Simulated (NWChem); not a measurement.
Molecule: AlHBrF; SMILES [F][AlH][Br]

All runs: NWChem. Geometry: optimised at B3LYP/6-31G* (spherical d). Ions are spin-unrestricted doublets at the neutral geometry; other ion states weren't tried.

Task: Predict the results for PBE/def2-SVP. Quantities: vertical ionisation energy, ΔSCF (eV); −ε(HOMO) (eV).

Result: 
* **vertical ionisation energy, ΔSCF (eV)**: 10.98
* **−ε(HOMO) (eV)**: 7.41
